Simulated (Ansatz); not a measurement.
CH₆O₂Si₂, SMILES `O[SiH]1C[SiH2]O1`, charge 0, multiplicity 1.

Task: Give a relaxed structure at PBE0-D4/def2-TZVP (Ansatz). (Best estimate.)

Result: Ansatz gave: 
Cartesian coordinates in Å:
```
O 0.4382 -2.1465 0.9211
Si 0.8012 -0.7830 0.0995
C -0.5388 -0.0043 -0.9774
Si -0.3173 1.4353 0.2102
O 0.8481 0.5810 1.0626
H -0.3166 -2.1404 1.5116
H 2.0967 -1.0723 -0.5479
H -1.5088 -0.5025 -0.9608
H -0.2519 0.1836 -2.0129
H 0.2333 2.6832 -0.3751
H -1.4841 1.7659 1.0690
```
This is one stationary point; other conformers may exist.
